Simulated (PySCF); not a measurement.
Predicted microwave data (PBE0-D3(BJ)/def2-SVP geometry optimisation, gas phase (PySCF 2.14.0)) for one isomer of C2H7B2N:

| Quantity | Value |
| --- | --- |
| Rotational constants | A = 29363, B = 2171, C = 2021 MHz |
| Dipole components | \|μa\| = 1.30 D, \|μb\| = 1.42 D, \|μc\| = 0.00 D |
| Inertial defect | 0.00 u·Å² |
| κ | -0.99 |

Question: Which candidate fits, each taken in the one conformer that was computed?
A. `[BH2:1][NH:2][BH:3][CH:4]=[CH2:5]` with B1–N2–B3–C4 180°, N2–B3–C4–C5 180°
B. `BN(B)C=C`

Answer: A. It is BNBC=C, a near-prolate asymmetric top, point group Cs. The candidates at the same level (rigid rotor, commonest isotopes):

| SMILES | A (MHz) | B (MHz) | C (MHz) | μa (D) | μb (D) | μc (D) | Δ (u·Å²) | point group | rotor |
| --- | --- | --- | --- | --- | --- | --- | --- | --- | --- |
| BNBC=C | 29363 | 2171 | 2021 | 1.30 | 1.42 | 0.00 | 0.00 | Cs | near-prolate asymmetric top |
| BN(B)C=C | 9712 | 4242 | 2986 | 0.90 | 0.38 | 0.04 | -1.90 | C1 | asymmetric top |

`BN(B)C=C` has B 95 % too high. In the right answer the mirror of this Cs structure is the ab plane, so μc vanishes by symmetry (the 0.01 D computed is a residue). No structure here is proved a minimum.
